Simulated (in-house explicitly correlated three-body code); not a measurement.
The numbers below are computed, except where a source is named.
## Two electrons around a charge Z: errors of exchange and correlation functionals on the exact density

The exact non-relativistic ground state comes from a variational code in 260 exponentially correlated functions, the Kohn-Sham parts from inverting its density (past Z = 6 the correlation energy is taken as exact minus Hartree-Fock, equal to within microhartrees), and self-consistent runs (Hartree-Fock is restricted) from a B-spline radial code. Z may be fractional; the second electron is bound down to Z = 0.911.

Each entry is functional minus exact.

```json
{"Z": "0.945", "BP86 x (mEh)": "-18.59", "BP86 c (mEh)": "+8.04", "OLYP x (mEh)": "-18.24", "OLYP c (mEh)": "+16.78", "r2SCAN x (mEh)": "-14.47", "r2SCAN c (mEh)": "+16.03"}
{"Z": "1.05", "BP86 x (mEh)": "-11.95", "BP86 c (mEh)": "+1.67", "OLYP x (mEh)": "-11.26", "OLYP c (mEh)": "+9.68", "r2SCAN x (mEh)": "-9.79", "r2SCAN c (mEh)": "+10.30"}
{"Z": "1.25", "BP86 x (mEh)": "?", "BP86 c (mEh)": "?", "OLYP x (mEh)": "?", "OLYP c (mEh)": "?", "r2SCAN x (mEh)": "?", "r2SCAN c (mEh)": "?"}
{"Z": "1.52", "BP86 x (mEh)": "-4.18", "BP86 c (mEh)": "-1.99", "OLYP x (mEh)": "-3.96", "OLYP c (mEh)": "+1.28", "r2SCAN x (mEh)": "-6.03", "r2SCAN c (mEh)": "+5.42"}
{"Z": "1.8", "BP86 x (mEh)": "-1.81", "BP86 c (mEh)": "-1.81", "OLYP x (mEh)": "-2.02", "OLYP c (mEh)": "-0.70", "r2SCAN x (mEh)": "-5.44", "r2SCAN c (mEh)": "+4.60"}
{"Z": "2.08", "BP86 x (mEh)": "+0.21", "BP86 c (mEh)": "-1.54", "OLYP x (mEh)": "-0.46", "OLYP c (mEh)": "-1.99", "r2SCAN x (mEh)": "-5.11", "r2SCAN c (mEh)": "+4.09"}
{"Z": "2.36", "BP86 x (mEh)": "+2.07", "BP86 c (mEh)": "-1.40", "OLYP x (mEh)": "+0.94", "OLYP c (mEh)": "-2.87", "r2SCAN x (mEh)": "-4.89", "r2SCAN c (mEh)": "+3.73"}
{"Z": "2.76", "BP86 x (mEh)": "?", "BP86 c (mEh)": "?", "OLYP x (mEh)": "?", "OLYP c (mEh)": "?", "r2SCAN x (mEh)": "?", "r2SCAN c (mEh)": "?"}
{"Z": "3.42", "BP86 x (mEh)": "+8.48", "BP86 c (mEh)": "-2.65", "OLYP x (mEh)": "+5.59", "OLYP c (mEh)": "-4.46", "r2SCAN x (mEh)": "-4.49", "r2SCAN c (mEh)": "+2.95"}
{"Z": "4.1", "BP86 x (mEh)": "+12.39", "BP86 c (mEh)": "-4.71", "OLYP x (mEh)": "+8.38", "OLYP c (mEh)": "-4.82", "r2SCAN x (mEh)": "-4.36", "r2SCAN c (mEh)": "+2.66"}
{"Z": "4.5", "BP86 x (mEh)": "+14.67", "BP86 c (mEh)": "-6.26", "OLYP x (mEh)": "+9.98", "OLYP c (mEh)": "-4.92", "r2SCAN x (mEh)": "-4.31", "r2SCAN c (mEh)": "+2.52"}
{"Z": "5.5", "BP86 x (mEh)": "+20.29", "BP86 c (mEh)": "-10.93", "OLYP x (mEh)": "+13.94", "OLYP c (mEh)": "-5.00", "r2SCAN x (mEh)": "-4.21", "r2SCAN c (mEh)": "+2.26"}
```

Task: What belongs in the row Z = 1.25?

Result: BP86 x (mEh): -7.38; BP86 c (mEh): -1.34; OLYP x (mEh): -6.79; OLYP c (mEh): +4.58; r2SCAN x (mEh): -7.24; r2SCAN c (mEh): +7.05.

Task: What belongs in the row Z = 2.76?

Result: BP86 x (mEh): +4.56; BP86 c (mEh): -1.55; OLYP x (mEh): +2.77; OLYP c (mEh): -3.70; r2SCAN x (mEh): -4.69; r2SCAN c (mEh): +3.36.

Task: How do the exchange errors scale with Z?

Result: BP86 +5.53 % in the size of E_x at Z = 0.945 and -0.63 % at 5.5; OLYP +5.42 % in the size of E_x at Z = 0.945 and -0.43 % at 5.5; r2SCAN +4.30 % in the size of E_x at Z = 0.945 and +0.13 % at 5.5. Exchange scales linearly under uniform scaling of the density, so its relative error changes only with the density's shape.
